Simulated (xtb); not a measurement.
Te(H)(NH2) (H₃NTe), SMILES [TeH]N. All values are semi-empirical tight-binding results from xtb (GFN2-xTB unless named), good for trends rather than for accurate numbers. Geometry: GFN2-xTB.

Optimised geometry:

```xyz
5

Te     0.0309    -0.3076     0.0000
H     -1.6250    -0.4568     0.0000
N      0.1038     1.7420     0.0000
H     -0.3554     2.1285     0.8137
H     -0.3554     2.1285    -0.8137
```

The point group as xtb finds it comes out as Cs and the orbital gap is 4.10 eV. The zero-point energy is 19.0 kcal/mol, the G − E(el) at 298.15 K (modified RRHO) is 2.6 kcal/mol and the static polarisability (D4 model) is 52.2 bohr³. The solvation energy, GFN2-xTB/ALPB(water) is -3.7 kcal/mol. The solvation energy, GFN2-xTB/ALPB(hexane) comes out as -2.7 kcal/mol.

Task: Give the atomic charges and the Wiberg bond orders between heavy atoms. (The exact figures need the calculation; the answer reports its results.)

Result: charges (e) Te1 0.08, H2 0.00, N3 -0.37, H4 0.15, H5 0.15. Bond orders Te1–N3 1.13.
